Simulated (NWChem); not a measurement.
System: C2H2ClF; SMILES FC(Cl)=C

Input file for NWChem:

```
start job
memory heap 200 mb stack 900 mb global 1100 mb
geometry units angstroms noautosym nocenter noautoz
  C     -1.188045     1.153339     0.000000
  C     -0.062954     0.452261     0.000000
  F      1.146332     1.012952     0.000000
  Cl     0.034149    -1.284300     0.000000
  H     -2.151455     0.662429     0.000000
  H     -1.140337     2.236200     0.000000
end
basis spherical
  * library pcsseg-1
end
dft
  xc pbe0
  iterations 150
end
property
  shielding
end
task dft property
```

NWChem printed, in part:

```
             Northwest Computational Chemistry Package (NWChem) 7.3.0
             --------------------------------------------------------

                             Geometry "geometry" -> ""
                             -------------------------

 Output coordinates in angstroms (scale by  1.889725989 to convert to a.u.)

  No.       Tag          Charge          X              Y              Z
 ---- ---------------- ---------- -------------- -------------- --------------
    1 C                    6.0000    -1.18804500     1.15333900     0.00000000
    2 C                    6.0000    -0.06295400     0.45226100     0.00000000
    3 F                    9.0000     1.14633200     1.01295200     0.00000000
    4 Cl                  17.0000     0.03414900    -1.28430000     0.00000000
    5 H                    1.0000    -2.15145500     0.66242900     0.00000000
    6 H                    1.0000    -1.14033700     2.23620000     0.00000000

 Effective nuclear repulsion energy (a.u.)     148.5321521154

                              NWChem Property Module
                              ----------------------

  itol2e modified to match energy
  convergence criterion.

                                 NWChem DFT Module
                                 -----------------

 Summary of "ao basis" -> "ao basis" (spherical)
 ------------------------------------------------------------------------------
       Tag                 Description            Shells   Functions and Types
 ---------------- ------------------------------  ------  ---------------------
 C                          pcsseg-1                 7       17   3s3p1d
 F                          pcsseg-1                 7       17   3s3p1d
 Cl                         pcsseg-1                10       24   4s5p1d
 H                          pcsseg-1                 3        5   2s1p

  itol2e modified to match energy
  convergence criterion.

            General Information
            -------------------
          SCF calculation type: DFT
          Wavefunction type:  closed shell.
          No. of atoms     :     6
          No. of electrons :    40
           Alpha electrons :    20
            Beta electrons :    20
          Charge           :     0
          Spin multiplicity:     1
          Use of symmetry is: off; symmetry adaption is: off
          Maximum number of iterations: 150
          AO basis - number of functions:    85
                     number of shells:    37
          Convergence on energy requested:  1.00D-07
          Convergence on density requested:  1.00D-05
          Convergence on gradient requested:  5.00D-04

              XC Information
              --------------
                         PBE0 Method XC Functional
                     Hartree-Fock (Exact) Exchange  0.250
          PerdewBurkeErnzerhof Exchange Functional  0.750
            Perdew 1991 LDA Correlation Functional  1.000 local
           PerdewBurkeErnz. Correlation Functional  1.000 non-local

             Grid Information
             ----------------
          Grid used for XC integration:  fine
          Radial quadrature: Mura-Knowles
          Angular quadrature: Lebedev.
          Tag              B.-S. Rad. Rad. Pts. Rad. Cut. Ang. Pts.
          ---              ---------- --------- --------- ---------
          C                   0.70       70           8.0       590
          F                   0.50       70          10.0       590
          Cl                  1.00      123          11.0       770
          H                   0.35       60          10.0       590
          Grid pruning is: on
          Number of quadrature shells:   453
          Spatial weights used:  Erf1

      Superposition of Atomic Density Guess
      -------------------------------------

 Sum of atomic energies:        -635.11163598

      Non-variational initial energy
      ------------------------------

 Total energy =    -636.618316
 1-e energy   =   -1171.013868
 2-e energy   =     385.863400
 HOMO         =      -0.284607
 LUMO         =       0.060922

   convergence    iter        energy       DeltaE   RMS-Dens  Diis-err
 ---------------- ----- ----------------- --------- --------- ---------
 d= 0,ls=0.0,diis     1   -636.9436500117 -7.85D+02  1.19D-02  1.04D+00
 d= 0,ls=0.0,diis     2   -636.8403629399  1.03D-01  8.02D-03  1.98D+00
 d= 0,ls=0.0,diis     3   -637.0423701275 -2.02D-01  1.83D-03  3.36D-02
 d= 0,ls=0.0,diis     4   -637.0453634514 -2.99D-03  7.35D-04  1.15D-02
 d= 0,ls=0.0,diis     5   -637.0467119146 -1.35D-03  1.20D-04  4.75D-04
  Resetting Diis
 d= 0,ls=0.0,diis     6   -637.0467427595 -3.08D-05  4.20D-05  2.06D-05
 d= 0,ls=0.0,diis     7   -637.0467448122 -2.05D-06  2.29D-05  1.87D-06
 d= 0,ls=0.0,diis     8   -637.0467447038  1.08D-07  1.26D-05  2.76D-06
 d= 0,ls=0.0,diis     9   -637.0467450224 -3.19D-07  1.24D-06  1.71D-08
 d= 0,ls=0.0,diis    10   -637.0467450239 -1.49D-09  5.18D-07  4.69D-09

         Total DFT energy =     -637.046745023869
      One electron energy =    -1172.837844365838
           Coulomb energy =      437.162895103550
    Exchange-Corr. energy =      -49.903947876942
 Nuclear repulsion energy =      148.532152115361

 Numeric. integr. density =       39.999999812124

                       DFT Final Molecular Orbital Analysis
                       ------------------------------------

 Vector   18  Occ=2.000000D+00  E=-3.831953D-01
              MO Center=  1.1D-01, -6.5D-01, -9.4D-12, r^2= 2.1D+00
   Bfn.  Coefficient  Atom+Function         Bfn.  Coefficient  Atom+Function
  ----- ------------  ---------------      ----- ------------  ---------------
    67      0.495026  4 Cl pz                70      0.380469  4 Cl pz
    43     -0.204414  3 F  pz                46     -0.203023  3 F  pz
    26      0.155148  2 C  pz                58     -0.127614  4 Cl pz
    61     -0.126907  4 Cl pz                40     -0.110581  3 F  pz
     9      0.095924  1 C  pz                29      0.095692  2 C  pz

 Vector   19  Occ=2.000000D+00  E=-3.555369D-01
              MO Center=  2.3D-02, -1.1D+00, -1.1D-11, r^2= 1.7D+00
   Bfn.  Coefficient  Atom+Function         Bfn.  Coefficient  Atom+Function
  ----- ------------  ---------------      ----- ------------  ---------------
    65      0.577241  4 Cl px                68      0.459798  4 Cl px
    56     -0.148641  4 Cl px                59     -0.148307  4 Cl px
    42      0.109496  3 F  py                45      0.103703  3 F  py
    81     -0.088235  6 H  s                  8     -0.076435  1 C  py
    62      0.074735  4 Cl px                 3      0.071253  1 C  s

 Vector   20  Occ=2.000000D+00  E=-2.859631D-01
              MO Center= -5.0D-01,  4.2D-01, -2.2D-10, r^2= 2.5D+00
   Bfn.  Coefficient  Atom+Function         Bfn.  Coefficient  Atom+Function
  ----- ------------  ---------------      ----- ------------  ---------------
     9      0.321813  1 C  pz                67     -0.296629  4 Cl pz
    12      0.293177  1 C  pz                70     -0.282982  4 Cl pz
    26      0.263535  2 C  pz                29      0.170949  2 C  pz
    46     -0.164620  3 F  pz                43     -0.150756  3 F  pz
     6      0.147821  1 C  pz                23      0.117774  2 C  pz

 Vector   21  Occ=0.000000D+00  E=-4.933958D-03
              MO Center= -5.9D-01,  7.0D-01, -2.0D-10, r^2= 2.4D+00
   Bfn.  Coefficient  Atom+Function         Bfn.  Coefficient  Atom+Function
  ----- ------------  ---------------      ----- ------------  ---------------
    12      0.680455  1 C  pz                29     -0.669563  2 C  pz
    26     -0.414921  2 C  pz                 9      0.295928  1 C  pz
    70      0.235914  4 Cl pz                46      0.201689  3 F  pz
    23     -0.184857  2 C  pz                 6      0.146511  1 C  pz
    43      0.133284  3 F  pz                67      0.119348  4 Cl pz

 Vector   22  Occ=0.000000D+00  E= 2.713576D-02
              MO Center= -1.8D-01, -4.4D-01,  1.4D-10, r^2= 3.3D+00
   Bfn.  Coefficient  Atom+Function         Bfn.  Coefficient  Atom+Function
  ----- ------------  ---------------      ----- ------------  ---------------
    20      1.355383  2 C  s                 69     -0.927484  4 Cl py
    55     -0.768382  4 Cl s                 28     -0.588544  2 C  py
    82      0.496206  6 H  s                  3     -0.399507  1 C  s
    25     -0.370687  2 C  py                77     -0.366694  5 H  s
    66     -0.322279  4 Cl py                10     -0.301647  1 C  px

 Vector   23  Occ=0.000000D+00  E= 7.640521D-02
              MO Center= -1.9D+00,  1.0D+00,  1.2D-10, r^2= 4.4D+00
   Bfn.  Coefficient  Atom+Function         Bfn.  Coefficient  Atom+Function
  ----- ------------  ---------------      ----- ------------  ---------------
    77      1.628975  5 H  s                  3     -1.190404  1 C  s
    82      0.879764  6 H  s                 10      0.801473  1 C  px
    27      0.392445  2 C  px                20     -0.250218  2 C  s
    37     -0.234790  3 F  s                 11     -0.213586  1 C  py
     2     -0.197555  1 C  s                 28     -0.154923  2 C  py

     Multipole analysis of the density
     ---------------------------------

     L   x y z        total         alpha         beta         nuclear
     -   - - -        -----         -----         ----         -------
     0   0 0 0     -0.000000    -20.000000    -20.000000     40.000000

     1   1 0 0     -0.507104     -0.347788     -0.347788      0.188472
     1   0 1 0      0.232466      0.290374      0.290374     -0.348282
     1   0 0 1      0.000000      0.000000      0.000000      0.000000

     2   2 0 0    -21.301426    -57.553304    -57.553304     93.805181
     2   1 1 0     -1.148718      4.179289      4.179289     -9.507296
     2   1 0 1     -0.000000     -0.000000     -0.000000      0.000000
     2   0 2 0    -20.700745   -103.059994   -103.059994    185.419243
     2   0 1 1      0.000000      0.000000      0.000000      0.000000
     2   0 0 2    -22.900491    -11.450245    -11.450245      0.000000

          -----------------------------------------
          Chemical Shielding Tensors (GIAO, in ppm)
          -----------------------------------------

                                NWChem CPHF Module
                                ------------------

  scftype          =     RHF
  nclosed          =       20
  nopen            =        0
  variables        =     1300
  # of vectors     =        3
  tolerance        = 0.10D-03
  level shift      = 0.00D+00
  max iterations   =       50
  max subspace     =       30

 SCF residual:    2.1595607132292421E-005

Iterative solution of linear equations
  No. of variables     1300
  No. of equations        3
  Maximum subspace       30
        Iterations       50
       Convergence  1.0D-04

   iter   nsub   residual    time
   ----  ------  --------  ---------
     1      3    5.55D-01      27.8
     2      6    3.06D-02      30.2
     3      9    1.98D-03      32.3
     4     12    1.02D-04      34.5
     5     15    6.36D-06      36.7

      Atom:    1  C
        Diamagnetic
    267.1724     -6.4314      0.0000
     -6.4314    260.8365     -0.0000
      0.0000     -0.0000    242.1430

        Paramagnetic
   -199.1485    -54.6162      0.0000
    -54.6162   -213.8260      0.0000
      0.0000      0.0000    -90.5478

        Total Shielding Tensor
     68.0240    -61.0476      0.0000
    -61.0476     47.0106      0.0000
      0.0000      0.0000    151.5952

           isotropic =      88.8766
          anisotropy =      94.0779

          Principal Components and Axis System
                 1           2           3
              151.5952    119.4624     -4.4279

      1         0.0000      0.7647      0.6444
      2        -0.0000     -0.6444      0.7647
      3         1.0000     -0.0000     -0.0000

      Atom:    2  C
        Diamagnetic
    259.1893     -1.1671      0.0000
     -1.1671    263.5043     -0.0000
      0.0000     -0.0000    230.5460

        Paramagnetic
   -216.0717    -68.7011      0.0000
    -68.7011   -302.5849      0.0000
      0.0000      0.0000   -183.2120

        Total Shielding Tensor
     43.1177    -69.8682      0.0000
    -69.8682    -39.0806      0.0000
      0.0000      0.0000     47.3340

           isotropic =      17.1237
          anisotropy =      98.9321

          Principal Components and Axis System
                 1           2           3
               83.0784    -79.0413     47.3340

      1         0.8681      0.4965     -0.0000
      2        -0.4965      0.8681      0.0000
      3         0.0000     -0.0000      1.0000

      Atom:    3  F
        Diamagnetic
    487.1237     11.9282      0.0000
     11.9282    471.8577      0.0000
      0.0000      0.0000    465.5012

        Paramagnetic
   -252.7397     40.2396      0.0000
     40.2396   -269.8722      0.0000
      0.0000      0.0000   -215.2599

        Total Shielding Tensor
    234.3839     52.1678      0.0000
     52.1678    201.9855      0.0000
      0.0000      0.0000    250.2413

           isotropic =     228.8703
          anisotropy =      65.9093

          Principal Components and Axis System
                 1           2           3
              272.8098    250.2413    163.5597

      1         0.8052     -0.0000     -0.5931
      2         0.5931     -0.0000      0.8052
      3         0.0000      1.0000      0.0000

      Atom:    4  Cl
        Diamagnetic
   1141.6628     -0.0126      0.0000
     -0.0126   1154.6682      0.0000
      0.0000      0.0000   1141.3631

        Paramagnetic
   -641.5892    -42.5273     -0.0000
    -42.5273   -135.9125      0.0000
     -0.0000      0.0000   -689.5866

        Total Shielding Tensor
    500.0736    -42.5399      0.0000
    -42.5399   1018.7556      0.0000
      0.0000      0.0000    451.7765

           isotropic =     656.8686
          anisotropy =     548.0292

          Principal Components and Axis System
                 1           2           3
             1022.2214    496.6078    451.7765

      1        -0.0812      0.9967     -0.0000
      2         0.9967      0.0812     -0.0000
      3         0.0000      0.0000      1.0000

      Atom:    5  H
        Diamagnetic
     40.0339      3.1756     -0.0000
      3.1756     27.0177     -0.0000
     -0.0000     -0.0000     21.0387

        Paramagnetic
    -10.8231     -5.9541      0.0000
     -5.9541     -0.8675      0.0000
      0.0000      0.0000      3.5927

        Total Shielding Tensor
     29.2108     -2.7785      0.0000
     -2.7785     26.1502     -0.0000
      0.0000     -0.0000     24.6314

           isotropic =      26.6641
          anisotropy =       6.2826

          Principal Components and Axis System
                 1           2           3
               30.8525     24.6314     24.5084

      1         0.8609      0.0000      0.5087
      2        -0.5087      0.0000      0.8609
      3         0.0000      1.0000     -0.0000

      Atom:    6  H
        Diamagnetic
     26.1332     -2.8590      0.0000
     -2.8590     41.0907     -0.0000
      0.0000     -0.0000     21.3156

        Paramagnetic
      0.4470     -0.9097     -0.0000
     -0.9097    -13.0988      0.0000
     -0.0000      0.0000      3.3335

        Total Shielding Tensor
     26.5802     -3.7687     -0.0000
     -3.7687     27.9918     -0.0000
     -0.0000     -0.0000     24.6491

           isotropic =      26.4071
          anisotropy =       7.0698

          Principal Components and Axis System
                 1           2           3
               31.1203     24.6491     23.4518

      1        -0.6387     -0.0000      0.7694
      2         0.7694     -0.0000      0.6387
      3         0.0000      1.0000      0.0000
```

Level: PBE0/pcSseg-1, GIAO. Geometry: optimised at B3LYP/6-31G* (spherical d). The printed shielding anisotropy is the first printed principal value minus the mean of the other two.
